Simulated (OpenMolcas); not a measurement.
Tc4+ with 4 ligands (fluoride) in square-planar coordination (D4h). Ligand basis ANO-RCC-VDZP.

```yaml
Program: OpenMolcas 26.06
Method: CASSCF
Basis: ANO-RCC-VDZP [6s5p3d1f]
Scalar_Hamiltonian: DKH2, point nucleus
Active_space: 3 electrons in 5 orbitals (4d)
State_averaging: 2S+1 = 4 even, 10 roots; 2S+1 = 2 even, 40 roots
Spin-orbit_coupling: RASSI with atomic mean-field integrals over the reference wave functions
```

All ligands move together. At R = 1.83 Å the first state of the same spin is 4515 cm-1, and at R = 1.92 Å it is 3378 cm-1.

Question: A third run gives 5101 cm-1. What distance was it run at?

Answer: With a power law R^-n the two known points give n = -ln(3378 / 4515) / ln(1.92 / 1.83) = 6.04. Then R = 1.83 × (4515 / 5101)^(1/6.04) = 1.793 Å. The run was at 1.79 Å, so the estimate is off by +0.003 Å.

Without dynamic correlation the repulsion within the d shell is too large (B by tens of per cent), so at a given field states of lower spin stand too high. With metal d orbitals alone the field can be off either way by tens of per cent. Ligand-to-metal charge-transfer states are missing. With no ligand orbital active B as a rule stays too high, so bands that hang on it stand too high and its fall with covalency is understated. The least metal-like active orbital is 70 % on the metal (Löwdin) and no ligand orbital is active, so the numbers are rough (holds for R = 1.79). The least metal-like active orbital is 71 % on the metal (Löwdin) and no ligand orbital is active, so the numbers are rough (holds for R = 1.83). The least metal-like active orbital is 72 % on the metal (Löwdin) and no ligand orbital is active, so the numbers are rough (holds for R = 1.92). No measured value stands beside these numbers; the geometry was imposed, not optimised, and the real ion may take another.
